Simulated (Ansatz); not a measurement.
Stepwise reaction of `O[SiH2][SiH3]` with hydrogen chloride, as a gas-phase model of exchange steps in deposition or etching. ΔE in kJ/mol; ΔG adds harmonic PBE0-D4 terms to CCSD(T)/CBS, at 1 bar.

Calculated with Ansatz (gas phase, PBE0-D4/def2-TZVP geometries, no zero-point term in ΔE). CCSD(T)/CBS adds triple-zeta CCSD(T) − MP2 to the extrapolated MP2 energy (def2 sets, frozen cores). This one scheme is used for every species. DFT in def2-TZVPP. B3LYP here is the variant with VWN-RPA as its local correlation; programs differ in this. One conformer a species, not always the lowest.

| step | reaction | PBE-D4 | B3LYP-D4 | ωB97M-V | CCSD(T)/CBS | ΔG(600 K) |
| --- | --- | --- | --- | --- | --- | --- |
| 1 | `O[SiH2][SiH3]` + HCl → `O[SiH]([SiH3])Cl` + H₂ | -93.2 | -93.5 | -94.8 | -93.7 | -84.4 |

Give the row of step 2, `O[SiH]([SiH3])Cl` + HCl → `O[Si]([SiH3])(Cl)Cl` + H₂. (Best estimate.)

Computed: 
```csv
step,reaction,PBE-D4,B3LYP-D4,ωB97M-V,CCSD(T)/CBS,ΔG(600 K)
2,`O[SiH]([SiH3])Cl` + HCl → `O[Si]([SiH3])(Cl)Cl` + H₂,-92.4,-91.0,-92.2,-90.1,-81.9
```

By hand: ΔE of the 2 steps together at CCSD(T)/CBS.

(-93.7) + (-90.1) = -183.8 kJ/mol, or -91.9 kJ/mol a step.

In ΔE the steps differ by no more than 3.6 kJ/mol. All are downhill at CCSD(T)/CBS. ΔG lies between -84.4 and -81.9 kJ/mol a step. PBE-D4 differs from CCSD(T)/CBS by -2.3 to 0.5 kJ/mol a step. Isolated molecules leave out the surface, adducts and barriers. Largest T1 diagnostic: 0.012.
